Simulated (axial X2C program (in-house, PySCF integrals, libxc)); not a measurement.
**What spin–orbit coupling does to RhSb⁻**

Calculated with an in-house all-electron X2C program for linear molecules (integrals from PySCF). Spin-free means the one-electron spin-free X2C Hamiltonian; two-component (2c) means X2C with spin–orbit coupling and atomic mean-field two-electron Coulomb and Gaunt terms, so the difference of the two also holds small scalar two-electron terms. Basis: Sb dyall-av3z [12s13p9d2f], Rh dyall-av3z [13s13p9d3f2g] (cores contracted in-house); Gaussian nuclei, density fitting, unrestricted open shells. Masses: Sb 120.904 u, Rh 102.906 u.

Spin-free state: M_S = 3/2, Λ = 2 (beyond evenly filled blocks: π+α, π-α, δ+α, δ+β, δ-α); fragments Sb- + Rh for PBE0; Sb + Rh- for r2SCAN, PBE.

| level | Re (Å) | ωe (cm⁻¹) | De (eV) | μ (D) |
| --- | --- | --- | --- | --- |
| PBE0 | 2.425 | 256.2 | 2.834 | 1.42 |
| r2SCAN | 2.421 | 261.6 | 2.940 | 1.05 |
| PBE | 2.446 | 248.8 | 3.436 | 0.74 |

Dipoles are positive if Rh is the positive end and refer to the centre of mass.

Two-component determinant lowest at the distance of the search:

Ω = 7/2 (⟨Sz⟩ = 1.49, ⟨Lz⟩ = 2.01 at PBE0); fragments Sb- + Rh for PBE0, PBE; Sb + Rh- for r2SCAN.

```
 level  Re (Å)  ωe (cm⁻¹)  μ (D)
  PBE0   2.426      254.9   1.40
r2SCAN   2.421      260.6   1.04
   PBE   2.446      247.5   0.73
```

Task: From the two tables, how do the constants change at the PBE0 level (2c against spin-free)?

Result: At the PBE0 level Re rises by 0.001 Å and ωe falls by 1.3 cm⁻¹.

One determinant describes the state; a PBE0 search over occupations chose it and may have missed a lower one. Dissociation energies refer to the lowest single-determinant-based atoms at the same level and basis. De is not given where an atomic determinant may have missed its ground term or J level, or where the truncated virtual space spoils (T). Density functionals use the spin component along the axis (collinear). Without a current term, density functionals place determinants with orbital angular momentum somewhat too high. With several unpaired electrons one determinant need not be a pure state. At some level and bond length an empty orbital lies below a filled one. The highest occupied level of some functionals is positive through self-interaction error; at Hartree–Fock it is bound. Under one Hamiltonian the search converged a single determinant, so lower ones may well exist.
